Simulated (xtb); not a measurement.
C2H6Si, triplet, at a GFN2-xTB geometry (the spin is typed, not shown lowest); xtb 6.7.1 with GFN1-xTB.

The xtb input:
```
$ xtb mol.xyz --gfn 1 --uhf 2 --grad --json

# file mol.xyz
9

Si    -0.22557279     0.10048843     0.54354598
C      0.80815630     1.43062728    -0.36562619
H      0.89963295     2.32514890     0.24010217
H      0.33915249     1.70441352    -1.30816930
H      1.80852352     1.06063375    -0.57935784
C     -0.50782834    -1.56441774    -0.35805176
H      0.44090874    -2.05191612    -0.57148623
H     -1.02846229    -1.40813635    -1.30029770
H     -1.10370406    -2.23423906     0.25163281
```

Q: What does xtb print? Leave out banner, timings and long lists.

A: 
```
   ID    Z sym.   atoms
    1   14 Si     1
    2    6 C      2, 6
    3    1 H      3-5, 7-9

           -------------------------------------------------
          |                Calculation Setup                |
           -------------------------------------------------

           -------------------------------------------------
          |                 G F N 1 - x T B                 |
           -------------------------------------------------

          ...................................................
          :                      SETUP                      :
          :.................................................:
          :  # basis functions                  30          :
          :  # atomic orbitals                  29          :
          :  # shells                           19          :
          :  # electrons                        18          :
          :  # halogen bonds                     0          :
          :  max. iterations                   250          :
          :  Hamiltonian                  GFN1-xTB          :
          :  restarted?                      false          :
          :  GBSA solvation                  false          :
          :  PC potential                    false          :
          :  electronic temp.          300.0000000     K    :
          :  accuracy                    1.0000000          :
          :  -> integral cutoff          0.2500000E+02      :
          :  -> integral neglect         0.1000000E-07      :
          :  -> SCF convergence          0.1000000E-05 Eh   :
          :  -> wf. convergence          0.2000000E-04 e    :
          :  Broyden damping             0.4000000          :
          :  net charge                          0          :
          :  unpaired electrons                  2          :
          ...................................................

 iter      E             dE          RMSdq      gap      omega  full diag
   1     -9.2435896 -0.924359E+01  0.714E+00    2.44       0.0  T
   2     -9.2517668 -0.817725E-02  0.439E+00    2.33       1.0  T
   3     -9.2521687 -0.401900E-03  0.471E-01    2.25       1.0  T
   4     -9.2524912 -0.322464E-03  0.469E-02    2.28       1.0  T
   5     -9.2524973 -0.608087E-05  0.598E-03    2.28       5.6  T
   6     -9.2524973 -0.289962E-07  0.216E-03    2.28      15.4  T
   7     -9.2524973 -0.804070E-08  0.316E-04    2.28     105.6  T
   8     -9.2524973 -0.180984E-09  0.382E-05    2.28     871.8  T
   9     -9.2524973 -0.453149E-11  0.833E-07    2.28   40013.9  T

   *** convergence criteria satisfied after 9 iterations ***

 transition dipole moment (au) for excitation:           9          10
     X       Y       Z
   0.5979  -0.2620   0.2966  total (au/Debye):    0.717   1.822
 dE (eV)             :    2.463
 oscillator strength :  0.43865E-01

         :::::::::::::::::::::::::::::::::::::::::::::::::::::
         ::                     SUMMARY                     ::
         :::::::::::::::::::::::::::::::::::::::::::::::::::::
         :: total energy              -9.131709179142 Eh    ::
         :: gradient norm              0.019814623482 Eh/a0 ::
         :: HOMO-LUMO gap              2.278510190977 eV    ::
         ::.................................................::
         :: SCC energy                -9.252497296039 Eh    ::
         :: -> electrostatic           0.000633529992 Eh    ::
         :: repulsion energy           0.123121737698 Eh    ::
         :: dispersion energy         -0.002333620801 Eh    ::
         :: halogen bond corr.         0.000000000000 Eh    ::
         :: add. restraining           0.000000000000 Eh    ::
         :: total charge              -0.000000000000 e     ::
         :::::::::::::::::::::::::::::::::::::::::::::::::::::

           -------------------------------------------------
          |                Property Printout                |
           -------------------------------------------------

    * Orbital Energies and Occupations

         #    Occupation            Energy/Eh            Energy/eV
      -------------------------------------------------------------
         1        2.0000           -0.6336561             -17.2427
         2        2.0000           -0.6202360             -16.8775
         3        2.0000           -0.5513299             -15.0025
         4        2.0000           -0.5212873             -14.1850
         5        2.0000           -0.5199436             -14.1484
         6        2.0000           -0.5155284             -14.0282
         7        2.0000           -0.5146697             -14.0049
         8        2.0000           -0.4434164             -12.0660
         9        1.0000           -0.3547062              -9.6520
        10        1.0000           -0.2641933              -7.1891 (HOMO)
        11                         -0.1804596              -4.9106 (LUMO)
        12                         -0.1689520              -4.5974
        13                         -0.1009400              -2.7467
        14                         -0.0973997              -2.6504
        15                         -0.0884096              -2.4057
        16                         -0.0848723              -2.3095
        17                         -0.0836349              -2.2758
        18                         -0.0396088              -1.0778
        19                         -0.0010083              -0.0274
        20                          0.0022334               0.0608
        21                          0.0137781               0.3749
       ...                                ...                  ...
        29                          0.7186618              19.5558
      -------------------------------------------------------------
                  HL-Gap            0.0837337 Eh            2.2785 eV
             Fermi-level           -0.3106939 Eh           -8.4544 eV

  Mulliken/CM5 charges         n(s)   n(p)   n(d)
     1Si   -0.01398 -0.11626   1.572  2.077  0.365
     2C    -0.13978 -0.25219   1.017  3.123  0.000
     3H     0.05029  0.10506   0.950  0.000  0.000
     4H     0.04824  0.10263   0.952  0.000  0.000
     5H     0.04824  0.10263   0.952  0.000  0.000
     6C    -0.13978 -0.25219   1.017  3.123  0.000
     7H     0.04824  0.10263   0.952  0.000  0.000
     8H     0.04824  0.10263   0.952  0.000  0.000
     9H     0.05029  0.10506   0.950  0.000  0.000

Wiberg/Mayer (AO) data.
largest (>0.10) Wiberg bond orders for each atom

 ---------------------------------------------------------------------------
     #   Z sym  total        # sym  WBO       # sym  WBO       # sym  WBO
 ---------------------------------------------------------------------------
     1  14 Si   2.450 --     2 C    1.040     6 C    1.040
     2   6 C    3.956 --     1 Si   1.040     3 H    0.945     4 H    0.940
                             5 H    0.940
     3   1 H    1.008 --     2 C    0.945
     4   1 H    1.012 --     2 C    0.940
     5   1 H    1.012 --     2 C    0.940
     6   6 C    3.956 --     1 Si   1.040     9 H    0.945     7 H    0.940
                             8 H    0.940
     7   1 H    1.012 --     6 C    0.940
     8   1 H    1.012 --     6 C    0.940
     9   1 H    1.008 --     6 C    0.945
 ---------------------------------------------------------------------------

Topologies differ in total number of bonds
Writing topology from bond orders to xtbtopo.mol

 dipole moment from electron density (au)
     X       Y       Z
   0.1566  -0.0697  -0.3772  total (Debye):    1.053

           -------------------------------------------------
          | TOTAL ENERGY               -9.131709179142 Eh   |
          | GRADIENT NORM               0.019814623482 Eh/α |
          | HOMO-LUMO GAP               2.278510190977 eV   |
           -------------------------------------------------

normal termination of xtb
```
